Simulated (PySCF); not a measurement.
**Radial density of Sb⁺ (antimony, charge +1)**

B97-3, [Kr] 4d10 5s1 5p3, high-spin 5S determinant (an excited configuration). Calculation: PySCF 2.14, in aug-cc-pwCVTZ-DK3 with one added diffuse shell each of s, p, d, f type (11s10p8d5f1g, 125 functions); the spin-free X2C one-electron Hamiltonian (Gaussian nucleus).

```csv
r (bohr),4πr²ρ (e/bohr),4πr²(ρα − ρβ)
0.0297,60.05,0.0236
0.0499,61.48,0.0593
0.0840,84.46,0.0634
0.141,63.09,-0.0118
0.238,69.18,0.1663
0.400,37.65,0.0068
0.672,24.31,0.3690
1.13,13.89,0.0911
1.90,3.266,2.0111
3.20,1.029,1.0125
5.38,0.04190,0.0419
9.05,5.721e-05,0.0001
```

Densities and radii are taken from the X2C orbitals without a picture-change correction, which distorts them close to the nucleus.

**Question.** Where is the radial spin density 4πr²(ρα − ρβ) most negative, and why is it negative at all?

**Answer.** Around r = 0.141 bohr, down to -0.0118 e/bohr: exchange with the open shell polarises the paired shells in an unrestricted calculation.
